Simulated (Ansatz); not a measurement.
Ligand exchange: C5H10 + Nb(OH)3O → C4H8O + Nb(CH3)(OH)2O

Species: C5H10 (1-pentene) `C=CCCC`, singlet; Nb(OH)3O, singlet; C4H8O `C=CCCO`, singlet; Nb(CH3)(OH)2O, singlet. The partners trade CH3 for OH: C–CH3 and Nb–OH bonds give way to C–OH and Nb–CH3.

Shapes, held fixed at every level: PBE0-D4/def2-TZVP. Flexible molecules stand in one conformer, not always the lowest. Programs: Ansatz 0.2.0. Electronic energies: no zero-point or thermal term.

**Question.** Estimate ΔE of this reaction.

**Answer.** The highest level, CCSD(T)/def2-TZVPP, gives ΔE = +180.5 kJ/mol; the levels span +180.5 to +188.6. The column of differences is taken from that level and isn't an error. No measured value is set beside it here. For atoms past krypton def2 sets carry core potentials with scalar relativity. Correlated rows may include outer-core shells of Nb, which these sets cover unevenly. Times are processor times on shared x86 and Arm servers, and rough.

| level | kind | ΔE (kJ/mol) | less CCSD(T)/def2-TZVPP | CPU time (sum over the molecules) |
| --- | --- | --- | --- | --- |
| HF/def2-TZVPP | Hartree–Fock | +188.6 | +8.1 | – |
| r2SCAN-D4/def2-TZVPP | meta-GGA | +183.8 | +3.3 | 65 s |
| B3LYP-D4/def2-TZVPP | global hybrid | +183.4 | +2.9 | 71 s |
| wB97M-V/def2-TZVPP | range-separated hybrid | +181.1 | +0.6 | 2.7 min |
| B2PLYP/def2-TZVPP | double hybrid | +186.4 | +5.9 | 96 s |
| CCSD/def2-TZVPP | coupled cluster or CI | +181.2 | +0.7 | – |
| CCSD(T)/def2-TZVPP | coupled cluster or CI | +180.5 | 0.0 | 72 min |
